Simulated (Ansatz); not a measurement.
C12H13NSi, SMILES `[SiH3]N(c1ccccc1)c1ccccc1`, charge 0, multiplicity 1.

Task: Give a relaxed structure at PBE0-D4/def2-TZVP (the Gaussian-basis code of Ansatz). (An estimate is asked.)

Result: Computed: 
Z-matrix (Å, degrees):
```
Si
N 1 1.744
H 1 1.480 2 106.6
H 1 1.490 2 112.5 3 119.4
H 1 1.485 2 109.8 3 -120.5
C 2 1.401 1 121.3 3 170.7
C 2 1.419 1 119.7 3 -15.8
C 6 1.396 2 120.4 1 16.3
C 6 1.397 2 121.2 1 -161.7
C 7 1.393 2 120.2 1 -115.8
C 7 1.390 2 120.5 1 63.5
C 8 1.385 6 120.7 2 -177.4
H 8 1.085 6 120.2 2 3.7
C 9 1.383 6 120.4 2 178.0
H 9 1.083 6 119.6 2 -1.6
C 10 1.384 7 120.3 2 179.3
H 10 1.084 7 119.1 2 -0.9
C 11 1.387 7 120.3 2 -178.5
H 11 1.084 7 119.2 2 1.9
C 12 1.386 8 120.6 6 -0.8
H 12 1.084 8 119.2 6 -180.0
H 14 1.084 9 119.1 6 -179.9
C 16 1.389 10 120.3 7 -0.7
H 16 1.084 10 119.6 7 -180.0
H 18 1.084 11 119.6 7 179.8
H 20 1.083 12 120.6 8 -179.6
H 23 1.084 16 120.2 10 -179.6
```
This is one stationary point; other conformers may exist.
